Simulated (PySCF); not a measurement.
**Excitation energy of Hf by level of theory**

Hf [Xe] 4f14 5d2 6s2 (3F) → Hf [Xe] 4f14 5d2 6s1 6p1 (high-spin determinant), as a difference of total energies. Calculation: PySCF 2.14, in aug-cc-pwCVDZ-PP with ECP60MDF; a scalar-relativistic core potential. Correlated levels: valence: 5s2 5p6 frozen; valence and next inner shell: nothing frozen outside the core potential. The calculations carry no spin-orbit coupling.

```
                                method  excitation energy (eV)
                                   UHF                   1.207
                                   LDA                   2.700
                                   PBE                   2.446
                                  PBE0                   2.274
                                r2SCAN                   2.055
                             CAM-B3LYP                   2.617
                                 wB97X                   3.064
                                B2PLYP                   2.554
                         MP2 (valence)                   2.041
                     SCS-MP2 (valence)                   2.324
    MP2 (valence and next inner shell)                   2.369
SCS-MP2 (valence and next inner shell)                   2.550
```

Question: How much does correlation contribute at MP2 (valence and next inner shell)?

Answer: 2.369 − (1.207) = 1.162 eV, measured against UHF.

The determinant of the upper state mixes LS terms, which raises its energy above the lowest term, most at the Hartree-Fock and MP2 levels.
